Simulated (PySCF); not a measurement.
# Computed records: CH4BNSi

Calculation on a computer-drawn molecule: the log of a Hartree-Fock and frozen-core CCSD(T) single point meant for a local Hartree-Fock minimum, with one planted fault or none, to be diagnosed. Offsets are logged minus clean, where the clean run is the same molecule without the fault. The reference is restricted for singlets and unrestricted otherwise, and also for a bond in bohr or an excited solution. Adding or removing an electron swaps singlet and doublet. The excited solution moves the top pair (singlet) or top alpha electron (doublet) to the lowest empty orbital. Highest occupied and lowest empty are orbital energies over both spins, largest force is the largest gradient component, triples share is (T) over the correlation energy, the T1 limit is 0.02 restricted and 0.045 unrestricted, electrons count all cores, a negative frequency is imaginary (commonest isotopes), and the dipole is about the centre of nuclear charge. Program: PySCF 2.14.0.

### CH4BNSi

Logged structure:
```xyz
8
CH4BNSi
B     -2.2070     1.4626     0.2067
C     -0.8786     1.1276     0.3924
Si     0.1750     1.3135    -1.1511
N      1.6970     0.8259    -0.5452
H     -3.3183     1.7652    -0.0329
H     -0.4690     0.7867     1.3399
H      1.9103     0.5305     0.3892
H      2.5073     0.8090    -1.1345
```

* meant charge: 0
* meant multiplicity: 1
* meant basis: cc-pV(D+d)Z
* logged electrons: 36
* logged basis functions: 85
* logged SCF converged: yes
* logged spin squared: 2.049
* logged highest occupied: -5.7292 eV
* logged lowest empty: 0.81398 eV
* logged largest force: 0.029963 hartree/bohr
* logged T1 diagnostic: 0.022078
* logged D1 diagnostic: 0.069263
* logged triples share: 0.033148
* logged CC converged: yes
* logged dipole magnitude: 0.13746 debye
* logged SCF stable within its kind: yes
* logged energy HF: -408.13684 hartree
* logged energy CCSD(T): -408.62948 hartree
* possible faults: no fault, one electron removed, one electron added, multiplicity raised by two, geometry at a saddle point, SCF held on an excited solution, minimal basis STO-3G, one bond length entered in bohr, all coordinates scaled
* planted fault: multiplicity raised by two
* HF energy offset from clean run: 51.16 kcal/mol
* CCSD(T) energy offset from clean run: 68.32 kcal/mol

Drawn bonds:
```csv
atom,other atom,order
1,2,2
2,3,1
3,4,1
1,5,1
2,6,1
4,7,1
4,8,1
```
